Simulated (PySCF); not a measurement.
GeFH3.
SMILES: `[GeH3][F]`

The closed-shell ground state was solved at several levels (PySCF, density fitting, gas phase). Geometry: PBE0-D3(BJ)/def2-SVP; no solvent, vibrations or thermal averaging. Relativistic effects, spin–orbit coupling among them, are left out although an element past zinc is present.

```tsv
level	basis functions	HOMO (eV)	LUMO (eV)	gap (eV)	dipole (D)
CAM-B3LYP/def2-SVPD	85	-11.17	0.58	11.75	2.32
PBE/pcJ-1 (pcSseg-1 on Ge)	98	-8.13	-0.90	7.23	1.99
PBE/pcSseg-1 (pcSseg-2 on Ge)	95	-8.12	-1.16	6.96	1.95
PBE0/pcSseg-1 (pcSseg-2 on Ge)	95	-9.68	-0.31	9.37	2.12
```

(1) Estimate the row for B3LYP/pcSseg-1 (pcSseg-2 on Ge), a basis of 95 functions; the other rows only guide the guess.

(2) Over all these levels, which gives the widest orbital gap and which the narrowest?

(3) In the pcSseg-1 (pcSseg-2 on Ge) basis, how does the gap go with the fixed share of exact exchange?

(4) How far do the dipole and the HOMO energy spread over the levels?

Results:

(1) HOMO -9.45 eV, LUMO -0.58 eV, gap 8.87 eV, dipole 2.09 D.

(2) CAM-B3LYP/def2-SVPD (range-separated hybrid) has the widest, 11.75 eV, and PBE/pcSseg-1 (pcSseg-2 on Ge) (GGA) the narrowest, 6.96 eV. Functional and basis both differ between the two, so the spread mixes both effects.

(3) PBE (0 %) 6.96 eV; B3LYP (20 %) 8.87 eV; PBE0 (25 %) 9.37 eV. Each rise in the share widens the gap here.

(4) The dipole runs from 1.95 to 2.32 D (mean 2.09 D) and the HOMO from -11.17 to -8.12 eV.
